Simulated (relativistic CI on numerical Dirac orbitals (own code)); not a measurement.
What each ingredient does to the levels of Ce XLIV

Base calculation: Dirac-Coulomb-Breit CI, orbitals from a KLI potential per configuration, QED by a radiative potential, unscaled Slater integrals.

Configurations in the expansion (outside the closed core [Ne]): 3s2.3p3, 3s.3p4, 3s2.3p2.3d, 3p5, 3s.3p3.3d, 3p4.3d, 3s.3p2.3d2, 3s2.3p.3d.4p, 3p4.4s, 3s.3p2.3d.4s, 3p4.4p, 3s2.3p2.4s, 3s2.3p2.4p, 3p3.3d.4p, 3s2.3p2.4d, 3s.3p3.4s, 3s2.3p2.4f, 3s.3p3.4p, 3s.3p3.4d, 3s.3p3.4f, 3s2.3p2.5s, 3s2.3p2.5p, 3s2.3p.4s.4p, 3s2.3p2.5d, 3s2.3p2.5f, 3s2.3p2.5g, 3s.3p2.4s2, 3s.3p3.5s, 3s2.3p.3d2, 3s2.3d3, 3s.3p.3d3, 3s2.3d2.4s, 3s2.3d2.4p, 3s2.3d2.4d, 3p3.3d2, 3p2.3d3, 3p2.3d2.4s, 3p2.3d2.4p, 3p2.3d2.4d, 3s2.3p.3d.4s, 3s.3p.3d2.4s, 3s2.3d.4s2, 3s2.3d.4s.4p, 3s2.3d.4s.4d, 3s.3p2.3d.4p, 3s.3p.3d2.4p, 3s.3p.3d.4s.4p, 3s.3p.3d.4p2, 3s.3p.3d.4p.4d, 3p3.3d.4s, 3p2.3d.4s2, 3p2.3d.4s.4p, 3p2.3d.4s.4d, 3s2.3p.4s2, 3s.3p.3d.4s2, 3s2.4s2.4p, 3s2.4s2.4d, 3s2.3p.4p2, 3s2.3d.4p2, 3s2.4s.4p2, 3s2.4p3, 3s2.4p2.4d, 3s.3p2.4s.4p, 3s.3p.4s2.4p, 3s.3p.4s.4p2, 3s.3p.4s.4p.4d. Double excitations out of closed p, d and f shells are left out; levels of such configurations are missing from the list, as are those of other unlisted configurations, and high levels can miss mixing partners. These lack a partner that the ground configuration has and come out too high: 3s2.3p2.4f, 3s.3p3.4d, 3s.3p3.4f, 3s2.3p2.5s, 3s2.3p2.5p.

The lowest level and the first level of each name with at least 55 % of one term (blank where a level has no safe partner in the second run):

| Level | Base (eV) | Shift (eV) |
| --- | --- | --- |
| 3s2.3p3 2P°_3/2 | 0.000 | 0.000 |
| 3s2.3p3 2D°_5/2 | 110.924 | +0.006 |
| 3s2.3p3 2P°_1/2 | 122.224 | +0.007 |
| 3s.3p4 4P_5/2 | 224.422 | +0.062 |
| 3s2.3p2.3d 4D_1/2 | 270.200 | -0.047 |
| 3s2.3p2.3d 2G_9/2 | 303.916 | -0.051 |
| 3s.3p4 2D_5/2 | 350.175 | +0.062 |
| 3s2.3p2.3d 4F_9/2 | 410.386 | -0.048 |

At this charge energies of transitions that change n are usually good to better than 1 %, and those within a shell (Δn = 0) to a few per cent.

Task: One thing was changed in a second run, which moved the levels as shown. Which?
A. Breit term removed
B. valence Slater integrals scaled by 0.9
C. one mean potential for all configurations
D. QED terms removed
E. configuration mixing switched off

Result: C. One mean potential for all configurations. One potential for all configurations removes the relaxation of the orbitals, which moves whole configurations and changes the integrals a little.

LS names give the leading component of a level, which can be under half, so a name can repeat, a term be missing and a line seem to break the LS rules.
